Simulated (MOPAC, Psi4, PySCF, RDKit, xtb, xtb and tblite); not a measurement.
Two geometries of SMILES O=C([SiH2]CC=O)C, relaxed at GFN2-xTB with one dihedral held; other torsions can differ between them too.

Structure A

```
15

C     -1.6218     0.7736    -0.5970
C     -1.4850    -0.3765     0.3547
O     -2.3119    -0.6308     1.2009
Si     0.0800    -1.5017     0.2241
C      1.5626    -0.4895    -0.4831
C      1.8517     0.6459     0.4154
O      1.3621     1.7429     0.3271
H     -0.8163     1.4805    -0.3943
H     -1.5070     0.4215    -1.6203
H     -2.5820     1.2698    -0.4756
H     -0.1810    -2.5786    -0.7360
H      0.4006    -2.0240     1.5502
H      1.2916    -0.1254    -1.4731
H      2.4227    -1.1487    -0.5606
H      2.5492     0.4062     1.2413
```

Structure B

```
15

C      2.3982     0.3810     0.1512
C      1.0595     0.2821    -0.5231
O      0.8220     0.8278    -1.5761
Si    -0.2984    -0.7779     0.3609
C     -1.9060    -0.4801    -0.6387
C     -2.3893    -1.7738    -1.1735
O     -3.2213    -2.4729    -0.6601
H      2.7910    -0.6200     0.3126
H      2.2654     0.8448     1.1260
H      3.0970     0.9649    -0.4435
H      0.1508    -2.1718     0.3333
H     -0.4387    -0.3296     1.7479
H     -2.6622    -0.0454     0.0138
H     -1.6780     0.2069    -1.4531
H     -1.8822    -2.0899    -2.1069
```

Question: Which is lower in energy at the level PBE0-D3(BJ)/def2-SVP // GFN2-xTB (Psi4), and by how much?

Answer: A is lower, by 6.19 kJ/mol (dihedral C2–Si4–C5–C6: 60° in A, 120° in B).

E(B) − E(A) in kJ/mol at the other levels, on the same two geometries: GFN2-xTB (xtb and tblite) 6.05; MMFF94 // GFN2-xTB (RDKit) 0.82; PBE0/def2-SVP // GFN2-xTB (Psi4) 3.88; PBE/def2-SVP // GFN2-xTB (Psi4) 4.38; PBE-D3(BJ)/def2-SVP // GFN2-xTB (Psi4) 6.82; UFF // GFN2-xTB (RDKit) 5.47; PM7, restricted, heats of formation // GFN2-xTB (MOPAC) 4.92; AM1, restricted, heats of formation // GFN2-xTB (MOPAC) -1.58; GFN1-xTB // GFN2-xTB (xtb) 5.20; restricted B3LYP/6-31G*, spherical d, density fitting // GFN2-xTB (PySCF) 2.50; restricted MP2 (frozen core)/3-21G // GFN2-xTB (PySCF) 12.80; restricted Hartree-Fock/LANL2DZ, with its core potentials past Ne // GFN2-xTB (PySCF) -3.32; restricted LDA (SVWN5)/6-31G*, spherical d, density fitting // GFN2-xTB (PySCF) 8.09.
